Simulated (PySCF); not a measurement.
C3H9B, SMILES CB(C)C, B3LYP/def2-SVP optimised geometry.

```
13

B     -0.08     0.14     0.00
C     -0.87     1.50     0.00
H     -0.54     2.14    -0.84
H     -0.61     2.08     0.91
H     -1.97     1.42    -0.04
C      1.49     0.14     0.00
H      1.86    -0.40    -0.89
H      1.87    -0.45     0.86
H      1.97     1.13     0.02
C     -0.87    -1.23     0.00
H     -0.25    -2.14     0.01
H     -1.55    -1.27    -0.87
H     -1.55    -1.27     0.88
```

Density from B3LYP/def2-TZVP (PySCF) at that geometry.

Minimum of the electron density along straight lines between bonded atoms, close to the bond critical point (lines longer than 1.1 times the sum of covalent radii, or with two minima, are not listed):

```
bond     length / Å  ρ at the minimum / e bohr⁻³  ∇²ρ there / e bohr⁻⁵  position (fraction from the first atom)
-------  ----------  ---------------------------  --------------------  ---------------------------------------
B1–C2         1.579                        0.187                 -0.33                                     0.33
C2–H3         1.106                        0.263                 -0.85                                     0.64
C2–H4         1.107                        0.261                 -0.84                                     0.63
C2–H5         1.101                        0.270                 -0.89                                     0.64
B1–C6         1.579                        0.187                 -0.33                                     0.33
C6–H7         1.107                        0.262                 -0.84                                     0.63
C6–H8         1.106                        0.262                 -0.85                                     0.64
C6–H9         1.101                        0.270                 -0.89                                     0.64
B1–C10        1.579                        0.186                 -0.33                                     0.33
C10–H11       1.101                        0.270                 -0.89                                     0.64
C10–H12       1.107                        0.262                 -0.84                                     0.64
C10–H13       1.107                        0.262                 -0.84                                     0.64
```
